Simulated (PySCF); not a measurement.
# Peak assignment

Bonds (- single, = double, # triple, : aromatic): C1#C2 1.201 Å, C2-C3 1.410 Å, C3=C4 1.329 Å, C4-C5 1.502 Å, C5-C6 1.541 Å, C6-C7 1.541 Å, C7-C4 1.502 Å. C1 carries H8; C3 carries H9; C5 carries H10, H11; C6 carries H12, H13; C7 carries H14, H15.

Calculated, not measured (PySCF 2.14.0 with density-fitted response routines): NMR shieldings at PBE0/pcSseg-1/GIAO, GFN2-xTB structure. One averaged value for each set of equivalent atoms, one conformer, gas phase, non-relativistic Hamiltonian.

Chemical shifts δ = σref − σ; ¹³C (σ = 186.93 ppm), ¹H (σ = 31.72 ppm) against TMS, all at this level.

(1) Assign these signals to the numbered atoms. ¹³C{¹H} NMR (computed): δ 169.9 (C), 110.0 (CH), 91.7 (CH), 84.5 (C), 32.2 (CH2), 31.9 (CH2), 16.3 (CH2).

(2) Assign these signals to the numbered atoms. ¹H NMR (400 MHz, computed): δ 5.57 (d, 1H), 3.02 (m, 2H), 2.94 (m, 2H), 2.84 (d, 1H), 2.08 (m, 2H).

Results:

(1) 
| δ (ppm) | atoms | environment | reason |
| --- | --- | --- | --- |
| 169.9 | C4 | fully substituted alkene carbon | – |
| 110.0 | C3 | alkene CH | an sp2 carbon of a C=C bond |
| 91.7 | C1 | terminal alkyne carbon | sp carbons lie upfield of alkene carbons because the cylindrical π system leaves one tensor component strongly shielded |
| 84.5 | C2 | alkyne carbon | the triple bond shields along its axis, which puts it between sp3 and sp2 carbons |
| 32.2 | C5 | allylic sp3 CH2 | aliphatic region, no heteroatom directly attached |
| 31.9 | C7 | allylic sp3 CH2 | – |
| 16.3 | C6 | sp3 CH2 in a ring | aliphatic region, no heteroatom directly attached |

C5 and C7 lie closer than the usual error of such a calculation, so a measured spectrum could show them in the other order.

(2) 
5.57 → H9, hydrogen on an alkene CH: olefinic region
3.02 → H14/H15, hydrogen on an allylic sp3 CH2: allylic position
2.94 → H10/H11, hydrogen on an allylic sp3 CH2
2.84 → H8, hydrogen on a terminal alkyne carbon: it lies on the axis of the triple bond, in its shielding cone
2.08 → H12/H13, hydrogen on an sp3 CH2 in a ring

H14/H15 and H10/H11; H10/H11 and H8 lie closer than the usual error of such a calculation, so a measured spectrum could show them in the other order.

Shifts are as computed. Against solution values, carbons near 30 ppm lie about +3 ppm off and those near 130 ppm about +5 ppm. Of 1211 compounds with measured shifts, 218 miss one by over three times the rms of a fit or turn the order of signals round; such compounds aren't used in these exercises. No couplings were computed; multiplicities are counted from neighbouring protons, with m where these are inequivalent, close in shift, in a saturated or five-membered ring or joined by F or P, and br s for small geminal =CH2 splittings.
